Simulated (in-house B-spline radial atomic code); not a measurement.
# Yb⁵⁺: 2s2 2p6 3s2 3p6 3d10 4s2 4p6 4d10 4f13 5s2 5p6 (with a hole in an inner shell)

Computed with an all-electron radial atomic-structure program (B-spline basis): Dirac-Hartree-Fock, average of configuration, Fermi nucleus of rms radius 5.3108 fm.

Z_r = [3n² - l(l+1)]/(2<r>); Z_e = n√(-2ε); the last column is Slater's effective charge. Values are occupation-weighted means over j. An effective charge above Z reflects the relativistic contraction of the inner shells.

```csv
shell,electrons,ε (eV),<r> (bohr),Z_r,Z_e,Slater
2s,2,-11194,0.08101,74.07,57.37,67.55
2p,6,-10067,0.07168,69.75,54.40,67.55
3s,2,-2666.4,0.2101,64.25,42.00,60.75
3p,6,-2300,0.2079,60.11,39.01,60.75
3d,10,-1797.8,0.1888,55.60,34.48,50.85
4s,2,-619.27,0.473,50.74,26.99,44.25
4p,6,-491.45,0.4967,46.31,24.04,44.25
4d,10,-305.42,0.5334,39.37,18.95,32.85
5s,2,-138.81,1.129,33.21,15.97,15.20
5p,6,-102.04,1.271,28.72,13.69,15.20
4f,13,-97.912,0.6311,28.52,10.73,21.80
```

The least bound orbital is 4f7/2 at -97.06 eV, while the most diffuse is 5p3/2 (<r> = 1.297 bohr against 0.6349 bohr): energy order and size order differ.

Spin-orbit splittings of the orbital energies (j = l + 1/2 above j = l - 1/2 when positive): 2p 1157 eV, 3p 251.9 eV, 3d 56.26 eV, 4p 58.4 eV, 4d 11.32 eV, 5p 8.984 eV, 4f 1.983 eV.
